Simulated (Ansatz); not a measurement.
# How methods differ on GaH2F (SMILES [H][Ga]([H])[F])

GaH2F has 4 atoms, charge 0, and is taken as a singlet. As SMILES, `[H][Ga]([H])[F]`. Geometry: a GFN2-xTB relaxation, a rough one for these elements and not checked as a minimum.

```xyz
4

Ga    0.0512    0.0853    0.0008
H     1.5869   -0.0600    0.0139
H    -0.7975    1.3736   -0.0190
F    -0.8407   -1.3989    0.0043
```

Quantity: the vertical ionisation energy (to the doublet cation), in eV. The values are calculated.

| level | kind | program | value (eV) | less FCI/STO-3G | CPU time (all runs) |
| --- | --- | --- | --- | --- | --- |
| HF/STO-3G | Hartree–Fock | Ansatz | 3.85 | -0.92 | 0.88 s |
| SVWN5/STO-3G | LDA | Ansatz | 6.49 | +1.72 | 3.6 s |
| revPBE/STO-3G | GGA | Ansatz | 6.32 | +1.55 | 7.2 s |
| r2SCAN/STO-3G | meta-GGA | Ansatz | 6.35 | +1.58 | 16 s |
| PBE0/STO-3G | global hybrid | Ansatz | 6.15 | +1.38 | 7.2 s |
| r2SCAN0/STO-3G | hybrid meta-GGA | Ansatz | 6.18 | +1.41 | 16 s |
| CAM-B3LYP/STO-3G | range-separated hybrid | Ansatz | 6.23 | +1.46 | 7.2 s |
| B2PLYP/STO-3G | double hybrid | Ansatz | 5.55 | +0.78 | 14 s |
| CCSD(T)/STO-3G | coupled cluster or CI | Ansatz | 5.02 | +0.25 | 2.6 s |
| FCI/STO-3G | exact in the basis | Ansatz | 4.77 | 0.00 | 2.7 min |

FCI/STO-3G is exact within its basis and frozen core, so for wave-function methods in that basis the difference is their error; functionals converge differently with the basis, so for them it is only a difference. All-electron rows without a relativistic Hamiltonian named are non-relativistic. The values span 3.85 to 6.49 eV. All rows use very small basis sets, so none should be taken for the real molecule's value. In the correlated wave-function rows the outer d shell of Ga is correlated, in sets not made for it. Times are those of the runs behind each value, whatever else they computed, on shared processors of several kinds: orders of magnitude only.
